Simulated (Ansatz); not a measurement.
System: ReCl, net charge 0, quintet state. The spin state was set by rule; other spins were not relaxed. 
Structure (B3LYP-D3(BJ)/def2-TZVP (Ansatz, a quantum-chemistry and plane-wave program) minimum search):
SMILES: [Re][Cl]
```xyz
2

Re     0.0000     0.0000    -0.4084
Cl     0.0000     0.0000     1.8020
```
Charge 0, spin multiplicity 5.

Total electronic energies in hartree. Valence correlation only, unless marked. Open shells are spin-unrestricted. Spin-orbit coupling is left out. Frozen are the shells of the preceding noble gas and the d and f shells that filled before the atom's block. In def2 rows, elements after Kr have scalar-relativistic effective core potentials. CBS(X,Y): correlation extrapolated as X^-3; Hartree-Fock from the larger set. [CCSD(T)-MP2]/basis is that difference in the basis named.

The UHF reference is spin-contaminated (<S^2> 0.64 over the pure value in the largest basis). The T1 diagnostic of CCSD in the largest basis is 0.086, which is high, so the coupled-cluster rows are less sure than usual.

```json
[
 {"level": "HF/def2-TZVPPD", "program": "Ansatz", "energy (Eh)": "-537.06618"},
 {"level": "HF/def2-QZVPP", "program": "Ansatz", "energy (Eh)": "-537.07970"},
 {"level": "RI-HF/def2-TZVPPD", "program": "Ansatz", "energy (Eh)": "-537.06613"},
 {"level": "PBE/def2-TZVPD", "program": "Ansatz", "energy (Eh)": "-538.29005"},
 {"level": "BLYP-D3(BJ)/def2-TZVPD", "program": "Ansatz + dftd3", "energy (Eh)": "-538.42967"},
 {"level": "BLYP-D4/def2-TZVPD", "program": "Ansatz + dftd4", "energy (Eh)": "-538.42980"},
 {"level": "r2SCAN/def2-TZVPD", "program": "Ansatz", "energy (Eh)": "-538.44937"},
 {"level": "r2SCAN-D3(BJ)/def2-TZVPD", "program": "Ansatz + dftd3", "energy (Eh)": "-538.44970"},
 {"level": "r2SCAN-D4/def2-TZVPD", "program": "Ansatz + dftd4", "energy (Eh)": "-538.44967"},
 {"level": "PBE0-D3(BJ)/def2-TZVPD", "program": "Ansatz + dftd3", "energy (Eh)": "-538.28068"},
 {"level": "PBE0-D4/def2-TZVPD", "program": "Ansatz + dftd4", "energy (Eh)": "-538.28080"},
 {"level": "BHLYP-D4/def2-TZVPD", "program": "Ansatz + dftd4", "energy (Eh)": "-538.31635"},
 {"level": "HSE06-D4/def2-TZVPD", "program": "Ansatz + dftd4", "energy (Eh)": "-538.27267"},
 {"level": "wB97X/def2-TZVPD", "program": "Ansatz", "energy (Eh)": "-538.44766"},
 {"level": "B2GP-PLYP-D3(BJ)/def2-TZVPD", "program": "Ansatz + dftd3", "energy (Eh)": "-538.00062"},
 {"level": "MP2/def2-QZVPP", "program": "Ansatz", "energy (Eh)": "-537.43187"},
 {"level": "MP2/CBS(def2-TZVPP,def2-QZVPP)", "program": "Ansatz", "energy (Eh)": "-537.4524"},
 {"level": "RI-MP2/def2-TZVPP", "program": "Ansatz", "energy (Eh)": "-537.38943"},
 {"level": "RI-MP2/CBS(def2-TZVPPD,def2-QZVPPD)", "program": "Ansatz", "energy (Eh)": "-537.4516"},
 {"level": "SCS-MP2/def2-SVP", "program": "Ansatz", "energy (Eh)": "-537.09763"},
 {"level": "RI-MP2/CBS(def2-TZVPPD,def2-QZVPPD)+[CCSD(T)-MP2]/def2-SVPD", "program": "Ansatz", "energy (Eh)": "-537.4896"},
 {"level": "RI-MP2/CBS(def2-TZVPP,def2-QZVPP)+[CCSD(T)-MP2]/def2-TZVPP", "program": "Ansatz", "energy (Eh)": "-537.5000"},
 {"level": "CCSD(T)/CBS(def2-TZVPPD,def2-QZVPPD)", "program": "Ansatz", "energy (Eh)": "-537.5016"}
]
```

Totals of different functionals don't rank their quality; only differences between species are comparable.
